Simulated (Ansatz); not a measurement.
`CB[SiH](C)Cl` + `N=C=O` → `C[SiH](Cl)N=C=O` + `BC` at 600 K and 1 bar (cleavage of the Si–B bond).

Gas-phase electronic energies from Ansatz, PBE0-D4/def2-TZVP geometries. CBS: MP2 limit from def2 TZ/QZ plus the TZ coupled-cluster correction, frozen cores. This one scheme is used for every species. Each species was taken in one conformer, which may not be the lowest.

```json
{"species": "`CB[SiH](C)Cl`", "CCSD(T)/CBS energy (Eh)": "-854.62010", "H − E (kJ/mol)": "325.5", "S (J/(mol·K))": "492.2"}
{"species": "`N=C=O`", "CCSD(T)/CBS energy (Eh)": "-168.51995", "H − E (kJ/mol)": "83.3", "S (J/(mol·K))": "274.5"}
{"species": "`C[SiH](Cl)N=C=O`", "CCSD(T)/CBS energy (Eh)": "-957.35236", "H − E (kJ/mol)": "226.4", "S (J/(mol·K))": "474.4"}
{"species": "`BC`", "CCSD(T)/CBS energy (Eh)": "-65.83255", "H − E (kJ/mol)": "180.5", "S (J/(mol·K))": "296.9"}
```

H − E and S are ideal-gas, rigid-rotor, harmonic terms from PBE0-D4/def2-TZVP, for one conformer and one mirror image of each species. 1 Eh = 2625.50 kJ/mol, R = 8.31446 J/(mol·K).

Problem. By hand: ΔE, ΔH, ΔS and ΔG.

Solution. ΔE = (-957.35236) + (-65.83255) − (-854.62010) − (-168.51995) = -0.04486 Eh = -117.8 kJ/mol. Δ(H − E) = 226.4 + 180.5 − 325.5 − 83.3 = -1.9, so ΔH = -119.7 kJ/mol. ΔS = 474.4 + 296.9 − 492.2 − 274.5 = 4.6 J/(mol·K). ΔG = -119.7 − 600 × (4.6)/1000 = -122.5 kJ/mol.

Problem. By hand: the equilibrium constant, and the temperature at which ΔG would vanish if ΔH and ΔS stayed fixed.

Solution. log₁₀ K = −ΔG/(RT ln 10) = 10.7. ΔH and −TΔS have one sign here, so there is no such temperature. One of them is within its doubt of zero, so this could turn.

The number of gas molecules stays the same, so ΔS is small and ΔH decides. A doubt of 5 kJ/mol in ΔE shifts log₁₀ K by 0.4 here. Other conformers and mirror images would add mixing entropy, several J/(mol·K) or more a flexible species. Modes under 60 cm⁻¹, often nearly free rotors, make the harmonic entropy too high. These are equilibria of isolated gas molecules and say nothing of rates. Largest T1 diagnostic: 0.018 (customary marks: 0.02 for closed shells, 0.045 for open ones).
